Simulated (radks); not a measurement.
Fractional charge and spin in the 3s shell of sulfur: the spin-up occupation runs from 0 to 1 and the spin-down occupation from 0 to 1; the fullest corner is S3+, [Ne] 3p(up 0.5, down 0.5) 3s(up 1, down 1). All-electron calculation, scalar-relativistic Kohn-Sham, PBE, spin-polarised, spherical densities, finite nucleus; Fermi nuclear charge, rms radius of each element as measured or else 0.836 A^(1/3) + 0.57 fm. Program: a radial shooting solver on a logarithmic mesh with Libxc functionals. Energy (eV) minus the two flat planes that join the four corners (they meet along the diagonal where the two added fractions sum to one electron); zero is where a piecewise linear energy would lie.

down \ up       0    0.25     0.5    0.75       1
0           0.000  -1.276  -1.706  -1.282   0.000
0.25       -1.276  -1.553  -0.991   0.414  -1.216
0.5        -1.706  -0.991   0.553  -0.952  -1.621
0.75       -1.282   0.414  -0.952  -1.497  -1.217
1           0.000  -1.216  -1.621  -1.217   0.000

Corners above the fullest one (they belong to S4+ and the next ion): (up 1, down 0) 58.730 eV, (up 0, down 1) 58.730 eV, (up 0, down 0) 132.99 eV. With half an added electron in each spin the energy lies 0.553 eV from the planes, and with half an added electron in spin up alone -1.706 eV. The planes are only a guide here: the flat-plane condition holds for ground states with one frontier orbital, while this shell lies below other occupied shells, so the corners above the fullest one are inner-hole states and not the ground states of those ions.
